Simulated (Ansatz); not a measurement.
Compare A (`O=CC([SiH3])[SiH3]`) with its isomer B (`CC(=O)[SiH2][SiH3]`).

Calculated with Ansatz (gas phase, PBE0-D4/def2-TZVP geometries, no zero-point term in ΔE). CCSD(T)/CBS is the MP2 limit (def2-TZVPP, def2-QZVPP) plus CCSD(T) − MP2 in def2-TZVPP, frozen cores. Functionals use def2-TZVPP. B3LYP here is the variant with VWN-RPA as its local correlation; programs differ in this. One conformer a species, not always the lowest.

A:

Z-matrix (Å, degrees):
```
C
C 1 1.487
Si 1 1.895 2 109.1
Si 1 1.893 2 111.4 3 -121.7
H 1 1.096 2 110.1 3 115.0
O 2 1.205 1 124.0 3 88.9
H 2 1.111 1 115.7 3 -90.2
H 3 1.487 1 110.0 2 60.1
H 3 1.482 1 109.6 2 -60.5
H 3 1.485 1 108.3 2 179.4
H 4 1.487 1 107.4 2 -164.0
H 4 1.483 1 111.1 2 77.4
H 4 1.483 1 110.0 2 -44.9
```

B:

```xyz
13

C     0.267   -1.256    1.733
C    -0.047    0.148    1.300
O    -0.805    0.859    1.915
Si    0.742    0.839   -0.332
Si   -0.813    0.518   -2.051
H     1.336   -1.338    1.955
H     0.065   -1.952    0.913
H    -0.320   -1.526    2.611
H     2.003    0.115   -0.659
H     1.030    2.280   -0.124
H    -2.076    1.234   -1.734
H    -1.103   -0.936   -2.182
H    -0.278    1.015   -3.346
```

**Question.** Which isomer does CCSD(T)/CBS put lower? Give the gap. (Best estimate.)

**Answer.** The calculation gave: A, by 20.3 kJ/mol.

**Question.** Give E(B) − E(A) in kJ/mol with r2SCAN-D4, PBE-D4, MP2/def2-TZVPP, HF/def2-TZVPP, PBE0-D4, LDA (SPW92), B3LYP. (An estimate is asked.)

**Answer.** Computed: r2SCAN-D4 12.4, PBE-D4 2.2, MP2/def2-TZVPP 33.5, HF/def2-TZVPP 23.0, PBE0-D4 9.9, LDA (SPW92) 7.7, B3LYP 7.7. None reverses the order clearly.

**Question.** Does the order hold for the free energy at 298.15 K (harmonic terms from PBE0-D4)? (An estimate is asked.)

**Answer.** Computed: Yes: G(B) − G(A) = +19.8 kJ/mol, for one conformer each. Modes under 60 cm⁻¹, often nearly free rotors, make the harmonic entropy too high.

Largest T1 diagnostic: 0.015.

The D4 term adds +5.7 kJ/mol with B3LYP and +2.8 kJ/mol with PBE0; it sums over pairs of atoms, weighted by their polarisabilities, and B3LYP, whose exchange is more repulsive, gets the larger term. From BLYP to BHLYP (50 % exact exchange), in def2-TZVPP and without D4, E(B) − E(A) moves by +16.8 kJ/mol.
